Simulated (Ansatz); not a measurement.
Calculated with Ansatz (gas phase, PBE0-D4/def2-TZVP geometries, no zero-point term in ΔE). CCSD(T)/CBS is the MP2 limit (def2-TZVPP, def2-QZVPP) plus CCSD(T) − MP2 in def2-TZVPP, frozen cores. Functionals use def2-TZVPP. Each species was taken in one conformer, which may not be the lowest.

Consider the substitution at a C–C bond: `C=CC#CCF` + `OC(F)[SiH3]` → `FCOC(F)[SiH3]` + `C#CC=C`.

```
        species  PBE0 energy (Eh)
     `C=CC#CCF`        -293.06617
  `OC(F)[SiH3]`        -505.40959
`FCOC(F)[SiH3]`        -643.87220
       `C#CC=C`        -154.59532
```

**Question.** Work out ΔE.

**Answer.** ΔE = (-643.87220) + (-154.59532) − (-293.06617) − (-505.40959) = 0.00824 Eh = +5.2 kcal/mol. CCSD(T)/CBS gives +3.0 kcal/mol.

Largest T1 diagnostic among the species: 0.012.
